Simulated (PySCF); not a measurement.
SMILES [BeH][OH] (CAM-B3LYP/def2-SVP optimised geometry):

```
4

Be     0.506    -0.003     0.000
H      1.831    -0.003     0.000
O     -0.882    -0.003     0.001
H     -1.831     0.003     0.007
```

Computed with CAM-B3LYP/def2-TZVP (PySCF).

### Question
What are the frontier orbital energies and the dipole moment?

### Answer
HOMO-2 -11.10 eV, HOMO-1 -11.10 eV, HOMO -10.53 eV, LUMO 0.83 eV, LUMO+1 1.59 eV; dipole moment 1.80 D.

On the same geometry PBE/def2-TZVP (PySCF) gives HOMO-2 -7.88 eV, HOMO-1 -7.88 eV, HOMO -7.62 eV, LUMO -0.37 eV, LUMO+1 -0.03 eV; dipole moment 1.88 D.

Meta-Löwdin charges at CAM-B3LYP/def2-TZVP: Be1 1.20, H2 -0.44, O3 -1.13, H4 0.38.
